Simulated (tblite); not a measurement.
Species: C6H11FO.
Atom-mapped SMILES: `[CH3:1]/[C:2](=[CH:3]/[F:4])[CH2:5][CH2:6][CH2:7][OH:8]` (hydrogens: H9, H10, H11 on C1; H12 on C3; H13, H14 on C5; H15, H16 on C6; H17, H18 on C7; H19 on O8)

The geometry is computed with GFN2-xTB (gas phase).

Give the optimised bond lengths and angles.

| bond | length (bohr) | order |
| --- | --- | --- |
| C1–C2 | 2.827 | single |
| C2=C3 | 2.501 | double |
| C3–F4 | 2.554 | single |
| C2–C5 | 2.841 | single |
| C5–C6 | 2.894 | single |
| C6–C7 | 2.882 | single |
| C7–O8 | 2.669 | single |
| C1–H9, C1–H10, C1–H11 | 2.056 | single |
| C3–H12 | 2.040 | single |
| C5–H13, C5–H14 | 2.063 | single |
| C6–H15, C6–H16 | 2.061 | single |
| C7–H17, C7–H18 | 2.077 | single |
| O8–H19 | 1.818 | single |

Bonds in one row agree within 0.02 bohr and their mean is given. Orders are formal, as drawn. A selection of angles:
| angle | degrees |
| --- | --- |
| C2–C1–H9 | 110.2 |
| C2–C1–H11 | 111.2 |
| H9–C1–H10 | 107.7 |
| H9–C1–H11 | 108.9 |
| C1–C2–C3 | 120.4 |
| C1–C2–C5 | 117.4 |
| C3–C2–C5 | 122.2 |
| C2–C3–F4 | 122.5 |
| C2–C3–H12 | 126.1 |
| F4–C3–H12 | 111.5 |
| C2–C5–C6 | 112.7 |
| C2–C5–H13 | 108.9 |
| C6–C5–H13 | 108.6 |
| H13–C5–H14 | 108.3 |
| C5–C6–C7 | 112.0 |
| C5–C6–H15 | 109.4 |
| C5–C6–H16 | 110.8 |
| C7–C6–H15 | 108.2 |
| C7–C6–H16 | 108.7 |
| H15–C6–H16 | 107.6 |
| C6–C7–O8 | 108.2 |
| C6–C7–H17 | 109.6 |
| O8–C7–H17 | 110.6 |
| O8–C7–H18 | 110.4 |
| H17–C7–H18 | 108.1 |
| C7–O8–H19 | 109.1 |

Dihedral angles: C1–C2–C3–F4 -179° (antiperiplanar); C1–C2–C5–C6 72° (synclinal); C2–C5–C6–C7 62° (synclinal); C5–C6–C7–O8 178° (antiperiplanar); H19–O8–C7–C6 -178° (antiperiplanar). The mirror-image conformer, all signs reversed, is as good.

The 5 C–C bonds span 1.323 Å (C2=C3, drawn double) to 1.532 Å (C5–C6, drawn single), a spread of 0.209 Å. Of the pairs four or more bonds apart, F4···H14 is among the closest relative to their van der Waals radii: 2.41 Å, 90 % of the sum of Bondi's values.

Point group: C1 (no symmetry element, even within 0.4 Å). Its GFN2-xTB frequencies are all real (lowest 20 cm⁻¹). The numbers are those of one conformer (C1–C2–C5–C6 72°, C2–C5–C6–C7 62°, C5–C6–C7–O8 178°, C6–C7–O8–H -178°).
